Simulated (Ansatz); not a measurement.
Ansatz (a first-principles code) input (MP2/def2-TZVP):

Ansatz 0.2 input:
```yaml
crystal:
  periodic: [false, false, false]
  atoms:
    - {symbol: Fe, position_ang: [-0.00000000, -0.00000000, -0.05817560]}
    - {symbol: H, position_ang: [0.00000000, 0.00000000, 1.51256555]}
basis:
  gaussian:
    orbitals: def2-TZVP
magnetization: {spin_polarized: true, initial_magnetization: 3}
correlation: {method: mp2, electrons: outside_noble_gas}
relax: {f_tol: 0.003, max_steps: 100}
```

End of the output:

```
mean field -34366.99496674 eV, -1262.9637702420 hartree, gradient 2.4e-6 eV, S^2 4.746279; 0 other end points of the search recorded, 0 dependent functions left out
9 core orbitals not correlated
reference -34366.99496674 eV, -1262.9637702420 hartree; 6, 3 occupied and 36, 39 virtual orbitals, 515 factors
densities: 0.08 GiB planned
second order -4.13067883 eV of doubles, -0.00000000 eV of singles
the calculation of the forces begins
relax step   4: F+E_penalty+E_count = -34371.12564558 eV  Δ(F+E_penalty+E_count) = -1.822e-6 eV  max|allowed force component| = 4.950e-5 eV/Å  Δτ_max = 0.0003 Å  (33 SCF iters, accepted)
these checks for a lower state are left out or cut short: cluster_reference
integrals: 0.01 GiB planned
515 factors; integrals over basis functions are off by at most 3.9e-4 eV
mean field: 0.10 GiB planned
mean field evaluation 384: about -34364.6726 eV, gradient 3.8e0 eV
mean field evaluation 416: about -34364.7598 eV, gradient 4.6e-1 eV
mean field evaluation 448: about -34366.5910 eV, gradient 1.1e0 eV
mean field evaluation 480: about -34365.2775 eV, gradient 1.4e-3 eV
mean field evaluation 512: about -34365.1664 eV, gradient 1.4e-2 eV
mean field evaluation 544: about -34366.5262 eV, gradient 2.3e0 eV
mean field evaluation 576: about -34364.7467 eV, gradient 1.7e0 eV
mean field evaluation 608: about -34366.8518 eV, gradient 1.7e-5 eV
mean field -34366.99496674 eV, -1262.9637702420 hartree, gradient 2.4e-6 eV, S^2 4.746279; 20 other end points of the search recorded, 0 dependent functions left out
9 core orbitals not correlated
reference -34366.99496674 eV, -1262.9637702420 hartree; 6, 3 occupied and 36, 39 virtual orbitals, 515 factors
densities: 0.08 GiB planned
second order -4.13067883 eV of doubles, -0.00000000 eV of singles
the calculation of the forces begins
Total energy: -34371.12564558 eV, -1263.1155698892 hartree
Atom 0 at    -0.000000     0.000000    -0.096127 Å, force     0.000000     0.000000     0.000049 eV/Å
Atom 1 at     0.000000    -0.000000     1.550517 Å, force    -0.000000    -0.000000    -0.000049 eV/Å
Dipole moment:     0.000000     0.000000    -0.287475 e Å
Checks for a lower state left out: cluster_reference
```

The spin state was set by rule; other spins were not relaxed.

The determinant is spin-contaminated: <S^2> is 4.75 against 3.75 for a pure state.
